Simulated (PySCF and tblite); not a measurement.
The numbers below are computed, except where a source is named.
C5H7NO2, numbered as in [N:1]#[C:2][C@@H:3]1[CH2:4][CH2:5][O:6][CH2:7][O:8]1.

The ensemble was built from 60 distance-geometry starts (ETKDG and KDG, MMFF94s, GFN2-xTB) and rests on GFN2-xTB geometries. Weights use PBE0-D3(BJ)/pcSseg-1 energies plus GFN2-xTB zero-point and thermal terms (modes under about 100 cm⁻¹ blended into free rotors). Symmetry numbers and mirror images are counted. Conformers within 2.5 kcal/mol (GFN2-xTB free energy) were kept, 4 at most. Couplings: B3LYP/6-31G* with pcJ-1 on H (gas phase; spin-dipole term only for pairs with B, N, F, Si or P). Couplings are for ¹H. H–H couplings come out 0.1 to 0.9 Hz lower than with pcJ-1 on all atoms. Of two unlike H on one atom, a is the less shielded (PBE0/pcSseg-1). Run with PySCF (density fitting) and tblite.

The 6-ring runs over atoms 3–4–5–6–7–8.

| conformer | shape | weight % |
| --- | --- | --- |
| 1 | 6-ring chair (C2 axial) | 90.7 |
| 2 | 6-ring chair (all substituents equatorial) | 9.3 |

Dihedral angles along the coupling paths:

```json
{"coupling": "³J(H3,H4a)", "conformer": "1", "dihedral (°)": "50"}
{"coupling": "³J(H3,H4a)", "conformer": "2", "dihedral (°)": "-55"}
{"coupling": "³J(H3,H4b)", "conformer": "1", "dihedral (°)": "-70"}
{"coupling": "³J(H3,H4b)", "conformer": "2", "dihedral (°)": "-175"}
{"coupling": "³J(H4a,H5a)", "conformer": "1", "dihedral (°)": "-175"}
{"coupling": "³J(H4a,H5a)", "conformer": "2", "dihedral (°)": "-67"}
{"coupling": "³J(H4a,H5b)", "conformer": "1", "dihedral (°)": "-53"}
{"coupling": "³J(H4a,H5b)", "conformer": "2", "dihedral (°)": "54"}
{"coupling": "³J(H4b,H5a)", "conformer": "1", "dihedral (°)": "-54"}
{"coupling": "³J(H4b,H5a)", "conformer": "2", "dihedral (°)": "54"}
{"coupling": "³J(H4b,H5b)", "conformer": "1", "dihedral (°)": "68"}
{"coupling": "³J(H4b,H5b)", "conformer": "2", "dihedral (°)": "175"}
```

Problem. What are these vicinal couplings in each conformer, and averaged?

Solution. 
| coupling | conformer | dihedral (°) | J (Hz) | average (Hz) |
| --- | --- | --- | --- | --- |
| ³J(H3,H4a) | 1 | 50 | 6.2 | 5.9 |
| ³J(H3,H4a) | 2 | -55 | 2.8 | 5.9 |
| ³J(H3,H4b) | 1 | -70 | 1.6 | 2.5 |
| ³J(H3,H4b) | 2 | -175 | 11.6 | 2.5 |
| ³J(H4a,H5a) | 1 | -175 | 11.9 | 11.0 |
| ³J(H4a,H5a) | 2 | -67 | 1.7 | 11.0 |
| ³J(H4a,H5b) | 1 | -53 | 4.9 | 4.7 |
| ³J(H4a,H5b) | 2 | 54 | 2.5 | 4.7 |
| ³J(H4b,H5a) | 1 | -54 | 2.6 | 2.8 |
| ³J(H4b,H5a) | 2 | 54 | 4.9 | 2.8 |
| ³J(H4b,H5b) | 1 | 68 | 1.7 | 2.6 |
| ³J(H4b,H5b) | 2 | 175 | 11.6 | 2.6 |


Conformer gaps in pcSseg-1 on xTB geometries can be 2 kcal/mol off for S=O, P=O and other polar bonds.